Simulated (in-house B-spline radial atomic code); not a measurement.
# Excitations of Hg2+ by several methods

Full response, energies in eV; labels give the largest channel, * marks a mixed state, a dash one above the method's threshold, and an imaginary frequency an unstable closed-shell reference. Computed with a B-spline radial code for spherical atoms: linear response of the closed shell [Xe] 4f14 5d10 with each method's own kernel (bare exchange for TDHF, static screening on G0W0 levels for BSE, the adiabatic kernel for functionals); scalar-relativistic (spin-free one-electron X2C), finite nucleus, no spin-orbit coupling, no double excitations, S, P, D and F terms only; shells from n = 3 respond. Only terms of natural parity with L up to 3 were computed.

Spin-orbit coupling is strong here, so these LS terms don't match observed levels.

```json
{"method": "TDHF", "5d → 6s 3D": "6.398", "5d → 6s 1D": "7.552", "5d → 6p 3P": "14.579", "α (bohr³)": "7.329"}
{"method": "BSE on G0W0@HF", "5d → 6s 3D": "6.093", "5d → 6s 1D": "7.096", "5d → 6p 3P": "14.840", "α (bohr³)": "7.042"}
{"method": "LDA VWN5", "5d → 6s 3D": "4.923", "5d → 6s 1D": "5.839", "5d → 6p 3P": "13.444", "α (bohr³)": "8.211"}
{"method": "PBE", "5d → 6s 3D": "?", "5d → 6s 1D": "?", "5d → 6p 3P": "?", "α (bohr³)": "?"}
{"method": "PBE0", "5d → 6s 3D": "5.408", "5d → 6s 1D": "6.412", "5d → 6p 3P": "13.810", "α (bohr³)": "7.913"}
{"method": "B3LYP (VWN-RPA)", "5d → 6s 3D": "5.122", "5d → 6s 1D": "6.106", "5d → 6p 3P": "13.489", "α (bohr³)": "8.045"}
{"method": "CAM-B3LYP", "5d → 6s 3D": "5.178", "5d → 6s 1D": "6.153", "5d → 6p 3P": "13.483", "α (bohr³)": "8.005"}
{"method": "LC-wPBE", "5d → 6s 3D": "5.307", "5d → 6s 1D": "6.305", "5d → 6p 3P": "13.642", "α (bohr³)": "7.967"}
{"method": "wB97X", "5d → 6s 3D": "5.639", "5d → 6s 1D": "6.440", "5d → 6p 3P": "14.230", "α (bohr³)": "7.987"}
{"method": "HSE06", "5d → 6s 3D": "?", "5d → 6s 1D": "?", "5d → 6p 3P": "?", "α (bohr³)": "?"}
{"method": "BHandHLYP", "5d → 6s 3D": "5.656", "5d → 6s 1D": "6.666", "5d → 6p 3P": "13.993", "α (bohr³)": "7.717"}
{"method": "BLYP", "5d → 6s 3D": "4.684", "5d → 6s 1D": "5.679", "5d → 6p 3P": "12.994", "α (bohr³)": "8.32"}
{"method": "PBEsol", "5d → 6s 3D": "4.928", "5d → 6s 1D": "5.926", "5d → 6p 3P": "13.360", "α (bohr³)": "8.215"}
{"method": "BP86", "5d → 6s 3D": "4.895", "5d → 6s 1D": "5.902", "5d → 6p 3P": "13.416", "α (bohr³)": "8.252"}
{"method": "LDA exchange-only", "5d → 6s 3D": "4.426", "5d → 6s 1D": "5.524", "5d → 6p 3P": "12.596", "α (bohr³)": "8.495"}
{"method": "B97-1", "5d → 6s 3D": "5.473", "5d → 6s 1D": "6.329", "5d → 6p 3P": "14.038", "α (bohr³)": "7.957"}
{"method": "RPBE", "5d → 6s 3D": "4.921", "5d → 6s 1D": "5.925", "5d → 6p 3P": "13.209", "α (bohr³)": "8.226"}
{"method": "OLYP", "5d → 6s 3D": "5.091", "5d → 6s 1D": "6.129", "5d → 6p 3P": "13.275", "α (bohr³)": "8.044"}
```

What does HSE06 give?

5d → 6s 3D: 5.381; 5d → 6s 1D: 6.379; 5d → 6p 3P: 13.783; α: 7.935 (eV, bohr³).

What does PBE give?

5d → 6s 3D: 4.902; 5d → 6s 1D: 5.896; 5d → 6p 3P: 13.263; α: 8.227 (eV, bohr³).
